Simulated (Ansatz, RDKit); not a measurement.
Two conformers of C4H12Si (SMILES CC[SiH2]CC), B3LYP-D3(BJ)/def2-TZVP minima.
Conformer 1 (charge 0, multiplicity 1):
```csv
atom,x (Å),y (Å),z (Å)
C,2.0036,0.2807,0.7302
C,1.3799,-0.7209,-0.2498
Si,-0.0010,0.0069,-1.3037
C,-1.3782,0.7243,-0.2378
C,-2.0040,-0.2891,0.7287
H,2.8139,-0.1709,1.3064
H,1.2655,0.6543,1.4432
H,2.4158,1.1460,0.2061
H,2.1473,-1.1195,-0.9203
H,0.9837,-1.5834,0.2950
H,0.5564,1.0775,-2.1733
H,-0.5614,-1.0547,-2.1823
H,-2.1452,1.1351,-0.9014
H,-0.9781,1.5775,0.3187
H,-2.4222,-1.1440,0.1925
H,-2.8102,0.1578,1.3142
H,-1.2658,-0.6775,1.4336
```
Conformer 2 (charge 0, multiplicity 1):
```xyz
17

C      2.8456    -0.2995     0.2574
C      1.5599    -0.0502    -0.5411
Si    -0.0043    -0.0709     0.5054
C     -1.5486     0.2370    -0.5253
C     -2.8499     0.2290     0.2866
H      2.9845     0.4579     1.0318
H      2.8216    -1.2719     0.7539
H      3.7288    -0.2795    -0.3847
H      1.4554    -0.8027    -1.3294
H      1.6173     0.9155    -1.0536
H     -0.1224    -1.3868     1.1911
H      0.0972     0.9685     1.5660
H     -1.5925    -0.5223    -1.3129
H     -1.4325     1.1965    -1.0395
H     -3.7210     0.4105    -0.3467
H     -2.8392     0.9997     1.0603
H     -3.0000    -0.7308     0.7855
```

No zero-point or thermal terms.

Run with Ansatz (an electronic-structure program); RDKit for the force fields. Each number belongs to the level named beside it.

One of these levels gives -0.31 kcal/mol for the electronic energy of conformer 2 less that of conformer 1. Which?
A) MMFF94
B) UFF
C) BHLYP/def2-TZVPP

C, BHLYP/def2-TZVPP. The others give 0.11 (MMFF94), 0.45 (UFF)
